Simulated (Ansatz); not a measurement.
| atom | x (Å) | y (Å) | z (Å) |
| --- | --- | --- | --- |
| C | 0.0000 | 0.0315 | -0.6953 |
| N | 0.0000 | 0.0705 | 0.7510 |
| H | 0.0000 | -0.9776 | -1.1599 |
| H | -0.8819 | 0.5659 | -1.0833 |
| H | 0.8819 | 0.5659 | -1.0833 |
| H | -0.8127 | -0.4182 | 1.1206 |
| H | 0.8127 | -0.4182 | 1.1206 |

Basis set: def2-TZVP (spherical functions). Left uncorrelated: 2 orbitals. Charge 0, multiplicity 1.

Computed with Ansatz (development build ahead of 0.2.0); each method stands on the lowest determinant of its kind that the runs found. Restricted open shells among the atoms or ions are ROHF, correlated in semicanonical orbitals with singles.

The atomization energy at this shape (free ground-state atoms in the same class of orbitals less the molecule, no zero-point energy) of singlet CH5N:

```json
{"method": "RHF-MP2", "atomization energy": "24.17 eV"}
```

Task: What does RHF give?

Result: 18.17 eV.
